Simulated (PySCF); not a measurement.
C₄H₈Au₂S₂, SMILES [Au][S]CCCC[S][Au], multiplicity 1.

Geometry optimised at PBE-D3(BJ)/def2-SVP. The multiplicity is an assumed one; other spin states were not compared. The def2 effective core potentials stand for the cores of Au; spin–orbit coupling is left out. The values are those of a single conformer.

All values below come from HF/def2-SVP (PySCF).

Symmetry labels are those of the subgroup C2h that the program uses (full group C2h).

Computed valence orbital energies around the gap with their symmetry:
```
orbital  symmetry  energy (eV)
-------  --------  -----------
HOMO−7         Ag       -12.90
HOMO−6         Bg       -12.55
HOMO−5         Bu       -11.72
HOMO−4         Ag       -11.00
HOMO−3         Bu        -9.25
HOMO−2         Ag        -9.12
HOMO−1         Au        -8.53
HOMO           Bg        -8.53
LUMO           Bu         0.01
LUMO+1         Ag         0.08
LUMO+2         Bu         2.29
LUMO+3         Ag         2.35
```
